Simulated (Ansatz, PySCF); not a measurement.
CH3NO2Si, SMILES N#CO[SiH2]O. Atoms are numbered in the order given.

```xyz
8

N      1.6285     1.8244     0.6984
C      1.2948     0.7745     0.3079
O      0.9376    -0.3835    -0.1117
Si    -0.6857    -0.7302    -0.5908
O     -1.7118    -0.4364     0.6560
H     -0.6584    -2.1778    -0.8540
H     -0.9432     0.1314    -1.7721
H     -1.9393     0.4733     0.8841
```
Charge 0, spin multiplicity 1.

Coordinates come from a r2SCAN-D4/def2-SVP optimisation. The structure was generated by enumeration, and PubChem lists no compound with its InChIKey, so it may never have been made. One conformer was computed; it need not be the lowest.

Two levels are set side by side: PBE-D3(BJ)/def2-SVP (Ansatz, a first-principles code) and r2SCAN-D4/def2-SVP (Ansatz). Each level has its own optimised geometry; the coordinates shown are those of the second. Frequencies come from the Hessian of PySCF at each geometry. Differences are taken from unrounded values.

| quantity | r2SCAN-D4 | PBE-D3(BJ) | PBE-D3(BJ) minus r2SCAN-D4 |
|---|---|---|---|
| mean bond length (Å) | 1.392 | 1.403 | 0.012 |
| bond N1–C2 (Å) | 1.169 | 1.178 | 0.009 |
| bond C2–O3 (Å) | 1.282 | 1.291 | 0.009 |
| bond O3–Si4 (Å) | 1.728 | 1.742 | 0.014 |
| bond Si4–O5 (Å) | 1.641 | 1.657 | 0.016 |
| bond Si4–H6 (Å) | 1.472 | 1.484 | 0.012 |
| bond Si4–H7 (Å) | 1.485 | 1.497 | 0.012 |
| bond O5–H8 (Å) | 0.965 | 0.974 | 0.009 |
| highest harmonic wavenumber (cm⁻¹) | 3879 | 3761 | -117 |
| mean harmonic wavenumber (cm⁻¹) | 1086 | 1055 | -31 |
| zero-point energy (kcal/mol) | 27.95 | 27.15 | -0.80 |
